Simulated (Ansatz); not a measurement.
CH$_{5}$GaSn at its PBE0-D4/def2-TZVP geometry, where that method's forces vanish. Total charge 0; spin multiplicity 1. Sn: def2 effective core potential. The bonds changed during the relaxation, so this is another structure than the one it started from.

```xyz
8

C     0.0107   -0.1616    1.0979
Ga    0.7758   -1.9831    1.5651
Sn   -0.0810    0.3135   -0.9885
H    -1.0134   -0.0836    1.4862
H     0.6039    0.6275    1.5780
H    -0.9540   -0.9022   -1.8222
H     1.5019    0.3716   -1.6392
H    -0.8440    1.8179   -1.2772
```

(1) What forces (eV/Å) does PBE-D4/def2-TZVPP give on these atoms in Ansatz? (Best estimate.)

## Answers

(1) Computed: 
```
C1   0.021 -0.052  0.058
Ga2  0.072 -0.171  0.045
Sn3 -0.002  0.016 -0.078
H4  -0.190  0.013  0.068
H5   0.110  0.146  0.085
H6  -0.084 -0.115 -0.080
H7   0.151  0.006 -0.062
H8  -0.080  0.157 -0.036
```
